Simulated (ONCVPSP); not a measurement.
**Before and after: ONCV potential for Cs (Z = 55)**

| Property | Result |
| --- | --- |
| Element | Cs |
| Generator | ONCVPSP 4.0.1 |
| Type | optimised norm-conserving Vanderbilt (ONCV) |
| Functional | PBE |
| Relativity | scalar-relativistic |
| Frozen core | [Kr] 4d10 |
| Valence charge | 9 |
| Reference configuration | 5s2 5p6 6s1 |
| Partial waves | 5s+6s: rc 3.15 bohr, ncon 3, nbas 6, qcut 3.4 1/bohr, 2 projectors; 5p: rc 2.25 bohr, ncon 4, nbas 9, qcut 2.9 1/bohr, 2 projectors, debl 1.1 Ha; d scattering state at 0.24 Ha: rc 2.55 bohr, ncon 4, nbas 8, qcut 3.3 1/bohr, 2 projectors, debl 2 Ha |
| Local potential | polynomial inside 1.50 bohr (lpopt 5, dvloc0 -1 Ha) |
| Core correction | Teter function, fcfact 3, rcfact 1.3 |

In the d channel the program set the typed energies aside and used 0.050, 2.050 Ha.

Change: s: qcut 3.8; p: qcut 3.2; d: qcut 3.7.

Cutoffs: the cutoffs (Ha) at which the residual kinetic energy of the hardest occupied pseudo-wave falls to 1 and 0.1 mHa per electron; they do not see the model core or the augmentation charge, which bear on the density cutoff. Errors are all-electron minus pseudo energies relative to the spin-unpolarised reference configuration.

**Question.** How do hardness, ghosts and transferability respond?

**Answer.** The potential gets neither clearly harder nor softer (8.7 Ha and 49 Ha → 7.8 Ha and 48 Ha); both files keep a bound ghost (s); the errors of the 4 common tests hardly move.

```csv
quantity,base,changed
"cutoff, loose",8.7 Ha,7.8 Ha
"cutoff, tight",49 Ha,48 Ha
loose cutoff by channel,"s 2.3 Ha, p 8.7 Ha","s 3.1 Ha, p 7.8 Ha"
bound ghosts,s,s
GHOST(+) flags under 300 eV,p at 91.9 eV,p at 92.2 eV
"error for 5s2 5p6 6s0, meV [ΔE 3.86 eV]",-0.4,-0.4
"error for 5s2 5p6 6s0.5, meV [ΔE 1.47 eV]",-0.1,-0.1
"error for 5s2 5p6 6s0 6p1, meV [ΔE 1.37 eV]",-0.1,0.0
"error for 5s1 5p6 6s1, meV [ΔE 31.68 eV]",-263,-230
s: phases at 3.20 bohr within 0.05 rad from the reference energy up to (Ha; the scan ends near 5),2.3,2.4
p: phases at 2.29 bohr within 0.05 rad from the reference energy up to (Ha; the scan ends near 5),2.1,2.1
d: phases at 2.58 bohr within 0.05 rad from the reference energy up to (Ha; the scan ends near 5),2.7,2.7
"rms error of d²Exc/dni dnj with the model core, mHa",0.75,0.62
```

 A true bound ghost makes a file unfit for plane-wave use even where its test errors are small: the radial tests pick states by their node count and pass the ghost by.
